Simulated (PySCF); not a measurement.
Species: Al₂Cl₆.
Numbering: `[Cl:1][Al-:2]1([Cl:3])[Cl+:4][Al-:5]([Cl:6])([Cl:7])[Cl+:8]1`

All values: wB97X-D/pcSseg-2 (PySCF, non-relativistic), on one gas-phase PBE0-D3(BJ)/def2-TZVP geometry that isn't relaxed in the solvent. The solvent is an IEF-PCM continuum (cavity from Bondi-type radii × 1.2). Specific hydrogen bonds and non-electrostatic terms are outside this model.

Gas phase at wB97X-D/pcSseg-2: HOMO -11.44 eV, LUMO 0.76 eV, dipole 0.02 D.

Q: What does the continuum do to the energy, the frontier levels and the dipole at wB97X-D/pcSseg-2 in chloroform?

A: 
| solvent | ε | E(solvent) − E(gas) (kcal/mol) | polarisation term (kcal/mol) | distortion of the solute (kcal/mol) | HOMO (eV) | LUMO (eV) | dipole (D) |
| --- | --- | --- | --- | --- | --- | --- | --- |
| chloroform | 4.711 | -5.17 | -5.71 | 0.54 | -11.24 | 1.09 | 0.03 |

Polarisation term: ½ Σ q·V over the induced surface charges. Distortion: the rise of the solute's own energy as its density leaves the gas-phase optimum. Charge and dipole vanish, so a point-dipole model would give no lowering at all.

On AMD EPYC, 2 threads, on a shared host, this took 2.4 min wall, 4.7 min CPU and 2.7 GiB of memory at its peak. This is the whole shielding run at wB97X-D/pcSseg-2 in chloroform, SCF included.

wB97X-D is run here without its empirical dispersion term; that term would change no orbital, density or response property at a fixed geometry.
